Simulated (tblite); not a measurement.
Species: C7H9NO2.
Atom-mapped SMILES: `[CH3:1][O:2][C@H:3]1[CH2:4][CH2:5][C:6]([C:7]#[N:8])=[CH:9][O:10]1` (hydrogens: H11, H12, H13 on C1; H14 on C3; H15, H16 on C4; H17, H18 on C5; H19 on C9)

Computed with GFN2-xTB (tblite), gas phase: L-BFGS steps from a force-field or distance-geometry start until the largest atomic force falls under 0.01 eV/Å.

Step 22: E = -832.3673 eV
```
atom  x, y, z in Å  |  force x, y, z in eV/Å
C1     -2.5147    1.0221   -0.3219    0.001  -0.005  -0.001
O2     -1.3296    0.3893   -0.7548    0.021   0.027  -0.054
C3     -0.9155   -0.6651    0.0551   -0.033   0.018  -0.036
C4      0.2311   -1.3809   -0.6579    0.000  -0.003   0.021
C5      1.4100   -0.4233   -0.8099   -0.010  -0.007  -0.022
C6      1.6393    0.2839    0.4995    0.008  -0.032   0.017
C7      2.8895    0.8866    0.7243   -0.009  -0.010  -0.022
N8      3.9221    1.3626    0.8786    0.023   0.016   0.007
C9      0.6893    0.3311    1.4425    0.022   0.018  -0.003
O10    -0.5438   -0.2056    1.3431    0.010  -0.018  -0.008
H11    -3.3343    0.2984   -0.2653   -0.045  -0.006   0.004
H12    -2.7444    1.7832   -1.0634    0.022   0.002  -0.001
H13    -2.3785    1.4859    0.6583   -0.014   0.024   0.021
H14    -1.7560   -1.3521    0.2496   -0.033  -0.039   0.019
H15    -0.1324   -1.7133   -1.6299    0.055  -0.009   0.021
H16     0.5222   -2.2490   -0.0647   -0.019  -0.008   0.019
H17     2.3068   -0.9734   -1.1026    0.008   0.037  -0.014
H18     1.1923    0.3155   -1.5856   -0.018   0.000  -0.018
H19     0.8370    0.8133    2.3977    0.010  -0.004   0.050
```

Step 23: E = -832.3680 eV
```
atom  x, y, z in Å  |  force x, y, z in eV/Å
C1     -2.5120    1.0230   -0.3239   -0.002  -0.012  -0.002
O2     -1.3271    0.3870   -0.7539    0.002   0.023  -0.044
C3     -0.9154   -0.6681    0.0567   -0.040   0.034  -0.035
C4      0.2320   -1.3828   -0.6567   -0.021  -0.002   0.032
C5      1.4067   -0.4209   -0.8097   -0.017  -0.003  -0.026
C6      1.6385    0.2856    0.4992    0.011  -0.044   0.020
C7      2.8894    0.8866    0.7226    0.018   0.000  -0.007
N8      3.9232    1.3598    0.8786    0.006   0.012   0.000
C9      0.6906    0.3296    1.4441    0.001   0.026  -0.002
O10    -0.5426   -0.2070    1.3440    0.002  -0.030   0.004
H11    -3.3339    0.3012   -0.2692   -0.035   0.000   0.002
H12    -2.7373    1.7833   -1.0683    0.021  -0.001   0.015
H13    -2.3787    1.4871    0.6571   -0.009   0.019  -0.002
H14    -1.7576   -1.3542    0.2528   -0.005  -0.021   0.008
H15    -0.1308   -1.7155   -1.6289    0.055  -0.015   0.029
H16     0.5245   -2.2488   -0.0620   -0.011  -0.025   0.018
H17     2.3047   -0.9650   -1.1084    0.014   0.029  -0.017
H18     1.1788    0.3176   -1.5817   -0.006   0.018  -0.038
H19     0.8371    0.8108    2.4002    0.015  -0.008   0.043
```

Step 24: E = -832.3686 eV
```
atom  x, y, z in Å  |  force x, y, z in eV/Å
C1     -2.5094    1.0237   -0.3261   -0.009  -0.013  -0.001
O2     -1.3247    0.3851   -0.7538   -0.024   0.009  -0.016
C3     -0.9159   -0.6707    0.0578   -0.029   0.034  -0.021
C4      0.2326   -1.3848   -0.6547   -0.028  -0.001   0.032
C5      1.4030   -0.4184   -0.8100   -0.018   0.005  -0.019
C6      1.6381    0.2866    0.4993    0.012  -0.042   0.017
C7      2.8896    0.8866    0.7208    0.037   0.003   0.008
N8      3.9245    1.3572    0.8785   -0.012   0.007  -0.008
C9      0.6918    0.3285    1.4459   -0.020   0.023   0.001
O10    -0.5414   -0.2092    1.3450   -0.004  -0.027   0.010
H11    -3.3341    0.3041   -0.2732   -0.016   0.009  -0.001
H12    -2.7297    1.7834   -1.0728    0.014   0.000   0.026
H13    -2.3788    1.4886    0.6558   -0.002   0.009  -0.026
H14    -1.7592   -1.3567    0.2561    0.021   0.007  -0.008
H15    -0.1283   -1.7180   -1.6273    0.047  -0.025   0.028
H16     0.5268   -2.2491   -0.0589   -0.005  -0.031   0.018
H17     2.3028   -0.9559   -1.1146    0.012   0.022  -0.020
H18     1.1648    0.3202   -1.5785    0.006   0.027  -0.044
H19     0.8376    0.8082    2.4034    0.017  -0.016   0.024
```

Step 25: E = -832.3692 eV
```
atom  x, y, z in Å  |  force x, y, z in eV/Å
C1     -2.5077    1.0241   -0.3278   -0.016  -0.007  -0.001
O2     -1.3233    0.3839   -0.7541   -0.038  -0.006   0.011
C3     -0.9168   -0.6721    0.0581   -0.005   0.020  -0.001
C4      0.2327   -1.3864   -0.6526   -0.016   0.000   0.021
C5      1.4000   -0.4165   -0.8105   -0.011   0.013  -0.005
C6      1.6381    0.2866    0.4997    0.010  -0.028   0.010
C7      2.8902    0.8865    0.7194    0.034  -0.002   0.018
N8      3.9257    1.3556    0.8784   -0.021   0.005  -0.014
C9      0.6925    0.3280    1.4472   -0.028   0.011   0.002
O10    -0.5404   -0.2113    1.3458   -0.009  -0.012   0.010
H11    -3.3348    0.3066   -0.2762   -0.001   0.014  -0.003
H12    -2.7238    1.7836   -1.0758    0.004   0.007   0.026
H13    -2.3791    1.4901    0.6543    0.004  -0.001  -0.037
H14    -1.7601   -1.3586    0.2583    0.033   0.029  -0.020
H15    -0.1251   -1.7205   -1.6255    0.031  -0.035   0.021
H16     0.5283   -2.2499   -0.0561   -0.004  -0.022   0.018
H17     2.3014   -0.9486   -1.1197    0.002   0.015  -0.022
H18     1.1541    0.3225   -1.5768    0.015   0.024  -0.035
H19     0.8382    0.8057    2.4064    0.015  -0.025   0.002
```

Q: Estimate the geometry and energy of step 26. (The exact step hangs on the optimiser's Hessian estimate; all steps are aligned on step 25, rigid shifts and turns removed.)

A: E = -832.3696 eV, largest force 0.050 eV/Å
```
atom  x, y, z in Å  |  force x, y, z in eV/Å
C1     -2.5072    1.0242   -0.3288   -0.019   0.000  -0.003
O2     -1.3234    0.3833   -0.7546   -0.033  -0.016   0.022
C3     -0.9176   -0.6723    0.0580    0.017   0.001   0.015
C4      0.2325   -1.3875   -0.6508    0.005   0.001   0.007
C5      1.3979   -0.4152   -0.8110    0.000   0.018   0.006
C6      1.6385    0.2859    0.5003    0.005  -0.009   0.004
C7      2.8911    0.8863    0.7186    0.015  -0.012   0.022
N8      3.9266    1.3551    0.8782   -0.018   0.007  -0.017
C9      0.6927    0.3280    1.4479   -0.022  -0.003   0.001
O10    -0.5399   -0.2129    1.3463   -0.011   0.008   0.006
H11    -3.3358    0.3084   -0.2780    0.001   0.012  -0.004
H12    -2.7203    1.7839   -1.0769   -0.007   0.016   0.017
H13    -2.3794    1.4911    0.6528    0.008  -0.005  -0.031
H14    -1.7603   -1.3594    0.2592    0.028   0.034  -0.024
H15    -0.1217   -1.7229   -1.6241    0.014  -0.040   0.013
H16     0.5287   -2.2508   -0.0536   -0.004  -0.006   0.017
H17     2.3008   -0.9436   -1.1231   -0.009   0.010  -0.022
H18     1.1479    0.3240   -1.5765    0.018   0.015  -0.016
H19     0.8390    0.8035    2.4086    0.012  -0.029  -0.013
```

The energy changes by -0.0004 eV. The first-order estimate −F·Δx gives -0.0006 eV and the mean of the old and new forces, exact on a quadratic surface, -0.0004 eV. The step makes an angle of 71° with the force vector and moves no atom by more than 0.006 Å.

The cost below is that of the whole relaxation. On an Arm Neoverse N1 with one thread (shared host), this took 0.51 s of wall time.
